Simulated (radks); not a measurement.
Problem. The niobium ion Nb13+, [Ar] 3d10. Method: non-relativistic Kohn-Sham, LDA (Slater exchange, Perdew-Wang correlation), spin-polarised, spherical densities, point nucleus; computed with a radial shooting solver on a logarithmic mesh with Libxc functionals. Every spin shell is full or empty, so the densities are truly spherical. Functionals are evaluated on that one density, not self-consistently. Rank these exchange functionals by their error against the exact value of the orbitals, and give that value: LDA, PBE, PBEsol, revPBE, OPTX, WC, AM05, B86b, APBE, revTPSS, SCAN, Tao-Mo, TASK, MVS.

Solution. Exact: -107.525 hartree. From best to worst, with 100 (|E| - |E exact|)/|E exact| (equal figures are ties): MVS -0.03, SCAN +0.13, B86b -0.15, APBE +0.20, revPBE -0.39, PBE -0.61, Tao-Mo -0.87, OPTX +0.92, revTPSS -0.97, WC -1.16, TASK -2.20, PBEsol -2.67, AM05 -5.15, LDA -5.68.
